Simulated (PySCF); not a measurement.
Geometry (Å), atoms numbered from 1 in this order:
```xyz
14

O    -3.3046    0.8514   -0.1456
Si   -1.7021    1.0369   -0.2846
O    -1.0184   -0.4375   -0.2864
Si    0.3196   -1.3285   -0.1420
O     1.6139   -0.3933    0.1078
Si    2.3170    1.0075    0.5135
H    -3.7697    0.1552   -0.6023
H    -1.3468    1.6599   -1.5578
H    -1.3428    1.7868    0.9068
H     0.5360   -1.9883   -1.4207
H     0.1413   -2.1688    1.0326
H     2.2828    1.1178    1.9718
H     3.6771    0.8651   -0.0008
H     1.5961    2.1153   -0.1143
```

[PySCF: GFN2-xTB geometry; shielding tensors at PBE0/pcSseg-1 (GIAO); relativity neglected; equivalent nuclei averaged; no solvent model; one conformer]

Shifts are taken against calculated references (same method and geometry level): 1H and 29Si vs TMS; H2O for 17O.

```json
{"atoms": "O3", "nucleus": "17O", "count": "1", "δ (ppm)": "93.3"}
{"atoms": "Si2", "nucleus": "29Si", "count": "1", "δ (ppm)": "-40.7"}
{"atoms": "Si6", "nucleus": "29Si", "count": "1", "δ (ppm)": "-43.9"}
{"atoms": "O5", "nucleus": "17O", "count": "1", "δ (ppm)": "?"}
{"atoms": "H8/H9", "nucleus": "1H", "count": "2", "δ (ppm)": "5.10"}
{"atoms": "Si4", "nucleus": "29Si", "count": "1", "δ (ppm)": "?"}
{"atoms": "H10/H11", "nucleus": "1H", "count": "2", "δ (ppm)": "4.96"}
{"atoms": "H12/H13/H14", "nucleus": "1H", "count": "3", "δ (ppm)": "5.15"}
{"atoms": "H7", "nucleus": "1H", "count": "1", "δ (ppm)": "?"}
{"atoms": "O1", "nucleus": "17O", "count": "1", "δ (ppm)": "47.9"}
```

Complete the table.

Results:


- H7: 2.02 ppm, hydrogen on an oxygen bonded to Si; labile proton, position sensitive to the medium
- O5: 42.7 ppm, oxygen bonded to 2 Si
- Si4: -46.9 ppm, silicon bonded to 2 O, 2 H

OH/NH shifts are gas-phase values; hydrogen bonding in solution moves them, usually downfield. Experimental scales use liquid or dissolved standards, which lie at an offset from isolated H2O (liquid H2O: subtract about 36 ppm).
